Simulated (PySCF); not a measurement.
A side-by-side comparison of computed properties.

First species: C5H12N2Si.
SMILES: `C=NC[C@H](C)[SiH2]N=C`

Second species: C4H9F3OSi.
Z-matrix (Å and degrees, GFN2-xTB geometry), rows numbered from 1:
```
C 
C   1  1.5229
C   2  1.5232  1  112.06
O   2  1.4164  1  109.50  3   119.27
Si  4  1.5963  2  132.64  1    82.84
C   5  1.9342  4  100.84  2  -178.15
F   6  1.3516  5  110.58  4  -175.76
F   6  1.3462  5  114.41  4   -56.53
F   6  1.3475  5  113.77  4    65.59
H   1  1.0870  2  110.12  3   178.98
H   1  1.0862  2  110.12  3    58.66
H   1  1.0868  2  109.67  3   -61.47
H   2  1.0979  1  109.43  3  -122.08
H   3  1.0862  2  110.20  1   -61.45
H   3  1.0866  2  109.72  1    58.94
H   3  1.0867  2  109.94  1   178.20
H   5  1.4609  4  115.77  2   -64.39
H   5  1.4603  4  114.19  2    67.61
```

Levels: PBE0/pcSseg-1 for dipole moment, HOMO energy, LUMO energy and HOMO–LUMO gap; GFN2-xTB for rotational constant A and rotational constant C. Geometries: GFN2-xTB. All species are isolated and taken at one optimised geometry, non-relativistic unless stated; the electronic structure was computed with PySCF and density fitting.

Dipoles, sizes and rotational constants follow the conformer. The torsions of the flexible species, by atom-mapped SMILES:
- `[CH2:1]=[N:2][CH2:3][C@H:4]([CH3:5])[SiH2:6][N:7]=[CH2:8]`: C1–N2–C3–C4 118°, N2–C3–C4–C5 166°, C3–C4–Si6–N7 55°, C4–Si6–N7–C8 -114°
- `[CH3:1][CH:2]([CH3:3])[O:4][SiH2:5][C:6]([F:7])([F:8])[F:9]`: C1–C2–O4–Si5 83°, C2–O4–Si5–C6 -178°, O4–Si5–C6–F7 -176°

(1) Which of the two has the higher HOMO energy, and by how much?

(2) Which has the higher rotational constant A?

(3) Which of the two has the higher dipole moment, and by how much?

(4) Which has the higher LUMO energy?

(5) Which has the higher rotational constant C?

(6) Which of the two has the higher HOMO–LUMO gap, and by how much?

Answers

(1) The first: -6.67 eV against -8.64 eV, a difference of 1.97 eV.

(2) The second: 2.647 GHz against 1.863 GHz, a difference of 0.784 GHz.

(3) The second: 4.09 D against 2.31 D, a difference of 1.78 D.

(4) The second: 0.04 eV against -0.53 eV, a difference of 0.57 eV.

(5) The first: 1.027 GHz against 0.636 GHz, a difference of 0.391 GHz.

(6) The second: 8.68 eV against 6.14 eV, a difference of 2.54 eV.

On the first: The dipole equals about 7.7 × 10⁻³⁰ C·m (1 D = 3.33564 × 10⁻³⁰ C·m).

On the second: A dipole of 4.09 D is allowed in C1, and pure rotational transitions are dipole-allowed. The dipole equals about 13.6 × 10⁻³⁰ C·m (1 D = 3.33564 × 10⁻³⁰ C·m).
